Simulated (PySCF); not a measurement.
C6H5ClO.
Structure used (GFN2-xTB), in Å, numbered top down from 1:
```
atom  x, y, z in Å
O1     2.4136   -0.3361   -0.3781
C2     1.0853   -0.1938   -0.1975
C3     0.2166   -1.1421   -0.7298
C4    -1.1482   -1.0158   -0.5568
C5    -1.6714    0.0551    0.1488
C6    -0.8229    1.0082    0.6857
C7     0.5413    0.8794    0.5100
Cl8    1.6311    2.0695    1.1764
H9     2.8682    0.4042    0.0546
H10    0.6415   -1.9694   -1.2755
H11   -1.8076   -1.7600   -0.9767
H12   -2.7371    0.1531    0.2835
H13   -1.2148    1.8483    1.2377
```

NICS is the negative of the GIAO shielding at a point without a nucleus: at the ring centre (0) and 1 Å above and below it (1); zz is the component along the ring normal. Level: GIAO PBE0/pcSseg-1 (PySCF, non-relativistic, gas phase) on the GFN2-xTB geometry, one conformer.

Ring bond lengths (Å), with Mayer bond orders in brackets: C2–C3 1.392 (1.39), C3–C4 1.382 (1.46), C4–C5 1.385 (1.42), C5–C6 1.384 (1.44), C6–C7 1.382 (1.38), C7–C2 1.396 (1.23).

Question: Give the NICS values of each ring in ppm.

Answer: 
```json
{"ring": "C2–C3–C4–C5–C6–C7", "type": "6-membered carbocycle; formal bonds all aromatic", "NICS(0)": "-9.7", "NICS(1), two faces": "-10.8 / -10.8", "NICS(1)zz, two faces": "-25.7 / -25.7", "rms pucker (Å)": "0.00", "centre to ring atoms, mean (Å)": "1.39"}
```

Question: What can be read from them?

Answer: 
- C2–C3–C4–C5–C6–C7: mean NICS(1)zz -25.7 ppm, shielded. The ring is flat and has no four-coordinate atom; by the NICS criterion it is aromatic.

Question: What does the geometric index give? HOMA = 1 − mean of α(R − Ropt)² over the ring bonds, with Krygowski's 1993 parameters (CC: Ropt 1.388 Å, α 257.7 Å⁻²).

Answer: 
- C2–C3–C4–C5–C6–C7: HOMA 0.99 = 1 − EN − GEO, with mean bond length 1.387 Å, EN = α(Ropt − mean)² = 0.000 and GEO = α × variance = 0.007. The geometric and the magnetic index point the same way.

Question: What is the mean of the two in-plane components of NICS at the first NICS(1) probe listed for ring C2–C3–C4–C5–C6–C7, 1 Å off the ring?

Answer: The isotropic value is a third of the trace: (3 × -10.8 − (-25.7))/2 = -3.4 ppm.

Question: How shielded are the nuclei of the rings and their hydrogens (means over atoms taken as equivalent)?

Answer: 
| atoms | environment | σ isotropic (ppm) | principal values of the symmetric part, first atom (ppm) |
| --- | --- | --- | --- |
| C2 | aromatic carbon bearing oxygen | 27.9 | -54.4, 13.3, 124.7 |
| C3 | aromatic CH carbon | 66.3 | -19.2, 50.6, 167.4 |
| C4 | aromatic CH carbon | 52.6 | -55.3, 37.2, 176.0 |
| C5 | aromatic CH carbon | 61.8 | -41.0, 51.2, 175.1 |
| C6 | aromatic CH carbon | 52.2 | -45.6, 44.7, 157.4 |
| C7 | aromatic C–Cl carbon | 58.0 | -14.9, 76.9, 112.0 |
| H10 | aromatic hydrogen | 24.40 | 20.4, 24.9, 27.9 |
| H11 | aromatic hydrogen | 24.23 | 20.9, 25.1, 26.6 |
| H12 | aromatic hydrogen | 24.62 | 21.1, 25.8, 27.0 |
| H13 | aromatic hydrogen | 24.11 | 19.7, 23.7, 29.0 |
